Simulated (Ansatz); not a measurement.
```xyz
8

Mg   -0.9380   -0.9890   -1.0056
O    -1.0142   -0.9587    1.0014
O    -0.9688    1.0074   -1.0126
Mg   -0.9443    0.9913    1.0109
O     0.9706   -0.9844   -0.9261
Mg    0.9422   -1.0127    0.9746
Mg    1.0145    0.9652   -1.0040
O     0.9683    0.9649    1.0235
```

Basis set: cc-pVDZ (spherical functions). Frozen core: 8 orbitals. Charge 0, multiplicity 1.

Computed with Ansatz (development build ahead of 0.2.0); each method stands on the lowest determinant of its kind that the runs found. Restricted open shells among the atoms or ions are ROHF, correlated in semicanonical orbitals with singles.

(1) Give the atomization energy at this shape (free ground-state atoms in the same class of orbitals less the molecule, no zero-point energy) of singlet Mg4O4 by RHF-MP2, RHF.

Answers

(1)

```
 method  atomization energy
RHF-MP2            27.46 eV
    RHF            16.54 eV
```

Caution: the shape is not the minimum.
